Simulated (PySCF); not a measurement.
NMR data sheet: C5H8O4Si

```yaml
Formula: C5H8O4Si
SMILES: C=C[C@@H]1O[SiH2]O[C@H](C=O)O1
InChI: InChI=1S/C5H8O4Si/c1-2-4-7-5(3-6)9-10-8-4/h2-5H,1,10H2/t4-,5+/m0/s1
Point_group_of_the_computed_structure: C1
Degrees_of_unsaturation: 3
Carbon_signals: 5
Proton_signals: 8
```

Mapped SMILES: `[CH2:1]=[CH:2][C@@H:3]1[O:4][SiH2:5][O:6][C@H:7]([CH:8]=[O:9])[O:10]1`. Hydrogens are named by the atom that carries them. Ha(Si5) is cis to C2 on the ring; Ha(C1) is cis to C3; Hb(Si5) is trans to C2 on the ring; Hb(C1) is trans to C3.

Computational details: GFN2-xTB structure, NMR shieldings at PBE0/pcSseg-1/GIAO, in PySCF 2.14.0 with density-fitted response routines (one computed conformer, non-relativistic Hamiltonian, isolated molecule).

δ = σ(ref) − σ, references computed at the same level: ¹H and ¹³C and ²⁹Si vs TMS; ¹⁷O vs H2O.

```tsv
carbon	δC, type	δH (multiplicity)	HMBC from (2–3 bonds)	span of the C tensor (ppm)
C1	134.7, CH2	Ha(C1) 6.05 (m); Hb(C1) 6.09 (m)	H(C3), H(C2)	248
C2	144.5, CH	5.85 (m)	Hb(C1), H(C3), Ha(C1)	211
C3	98.5, CH	6.07 (m)	Hb(C1), Ha(C1), H(C2), Ha(Si5), H(C7), Hb(Si5)	29
C7	98.5, CH	5.37 (m)	H(C8), H(C3), Ha(Si5), Hb(Si5)	29
C8	207.5, CH	10.01 (d)	H(C7)	204
```

Other nuclei:
| atoms | nucleus | environment | δ (ppm) | σ (ppm) |
| --- | --- | --- | --- | --- |
| Ha(Si5) | ¹H | hydrogen on a silicon bonded to 2 O, in a 6-membered ring | 5.63 | 26.08 |
| Hb(Si5) | ¹H | hydrogen on a silicon bonded to 2 O, in a 6-membered ring | 5.18 | 26.54 |
| Si5 | ²⁹Si | silicon bonded to 2 O, 2 H, in a 6-membered ring | -33.7 | 382.9 |
| O9 | ¹⁷O | aldehyde oxygen | 698.7 | -362.7 |
| O10 | ¹⁷O | ether oxygen | 128.5 | 207.6 |
| O6 | ¹⁷O | oxygen bonded to C, Si, in a 6-membered ring | 67.0 | 269.1 |
| O4 | ¹⁷O | oxygen bonded to C, Si, in a 6-membered ring | 63.1 | 273.0 |

1. Carbon types of the structure: 4 × CH, 1 × CH2, leaving 2 H on heteroatoms.
2. δC 207.5: aldehyde carbonyl carbon; the double bond to the heteroatom, with no lone-pair donor beside it, deshields it most.
3. δC 144.5: alkene CH; an sp2 carbon of a C=C bond.
4. δC 134.7: terminal =CH2 carbon; as expected for a trigonal carbon in a double bond.
5. δC 98.5, 98.5: sp3 carbon bearing two oxygens; 2 electronegative neighbours deshield it.
6. δH 10.01: hydrogen on an aldehyde carbonyl carbon; the formyl region, downfield of aromatic protons.

Shifts are as computed. Against solution values, carbons near 30 ppm lie about +3 ppm off and those near 130 ppm about +5 ppm. Of 1309 compounds with measured shifts, 239 miss one by over three times the rms of a fit or turn the order of signals round; such compounds aren't used in these exercises. Unscaled 17O shifts of doubly bonded oxygen tend to come out too high, by tens of ppm or more. Experimental scales use liquid or dissolved standards, which lie at an offset from isolated H2O (liquid H2O: subtract about 36 ppm). Multiplicities follow the n + 1 count of equivalent neighbours, as no J values were calculated; m marks all less simple cases, F and P coupling included.
